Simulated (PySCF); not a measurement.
## HfCl₃, doublet: molecular constants

These are results of UPBE/[Hf def2-SVP with ECP60, Cl def2-SVP], scalar-relativistic core potentials, density fitting, no spin–orbit coupling, PySCF, not measurements.

The structure is a minimum.

```xyz
4
charge 0 multiplicity 2, angstrom
Hf    0.0000    0.0000    0.0047
Cl    0.0000    0.0000    2.3475
Cl    2.0285    0.0000   -1.1680
Cl   -2.0285    0.0000   -1.1680
```

```json
{
  "Point group": "C2v",
  "Bond lengths": "Hf–Cl 2.343 Å (×3)",
  "Bond angles": "Cl–Hf–Cl 120.0° (×3)",
  "Entropy at 298.15 K and 1 bar (electronic part: spin only)": "364.8 J/(mol K)",
  "Principal quadrupole moments (Buckingham, traceless) about the centre of mass": "-2.29, -2.27, 4.56 D Å",
  "Spin squared ⟨S²⟩": "0.753",
  "Dipole moment": "0.00 D",
  "Lowest empty level (β)": "-3.46 eV",
  "Rotational constants": "0.05858, 0.05851, 0.02927 cm⁻¹",
  "Enthalpy at 298.15 K above 0 K": "18.67 kJ/mol",
  "Heat capacity Cp at 298.15 K": "77.0 J/(mol K)",
  "Principal polarisabilities": "65.4, 76.8, 76.9 bohr³",
  "Atomisation energy without zero-point energy": "1542 kJ/mol",
  "Rotational symmetry number": "2",
  "Zero-point energy": "8.2 kJ/mol",
  "Highest occupied level (α)": "-5.13 eV"
}
```

Harmonic modes (masses in u: Hf 179.947, Cl 34.969):
```json
{"symmetry": "b1", "ω (cm⁻¹)": "59", "IR (km/mol)": "3.0", "μ (u)": "49.72", "type": "bend"}
{"symmetry": "b2", "ω (cm⁻¹)": "86", "IR (km/mol)": "1.0", "μ (u)": "38.88", "type": "bend"}
{"symmetry": "a1", "ω (cm⁻¹)": "86", "IR (km/mol)": "1.0", "μ (u)": "38.87", "type": "bend"}
{"symmetry": "a1", "ω (cm⁻¹)": "362", "IR (km/mol)": "0.0", "μ (u)": "34.97", "type": "stretch"}
{"symmetry": "b2", "ω (cm⁻¹)": "386", "IR (km/mol)": "67.8", "μ (u)": "43.50", "type": "stretch"}
{"symmetry": "a1", "ω (cm⁻¹)": "386", "IR (km/mol)": "68.0", "μ (u)": "43.51", "type": "stretch"}
```

In C2v the vibrations span b1 + 2b2 + 3a1. Here b1 is antisymmetric to the molecular plane and b2 lies in it.

Charges (e):
```
   atom  Mulliken  Löwdin  polar tensor  spin (Mulliken)  Mayer order to Hf1
    Hf1      0.57   -0.49          1.42             1.08                   –
Cl2,3,4     -0.19    0.16         -0.47            -0.03                1.33
```

Mulliken populations on Hf1 (electrons outside its core potential): s 2.72, p 6.29, d 2.32, f 0.09.

Outer orbital energies (eV). α occupied: -9.48, -8.72, -8.72, -8.55, -8.55, -8.46, -8.21, -5.13; empty: -3.23, -3.23, -1.94, -1.94. β occupied: -9.45, -9.45, -8.69, -8.69, -8.55, -8.55, -8.46, -8.22; empty: -3.46, -2.75, -2.74, -1.80.

Formally Hf is in oxidation state +3, d1, with 1 unpaired electron. The Mulliken spin on Hf is 1.08. The polar-tensor charge on Hf, 1.42, is far below the formal one.

Other isomers or separated fragments may lie lower. With open d or f shells other occupations or spin states may lie lower. With an element this heavy the missing spin–orbit coupling can shift these numbers.

The final relaxation and frequency run took about 110 core-seconds on a shared host.
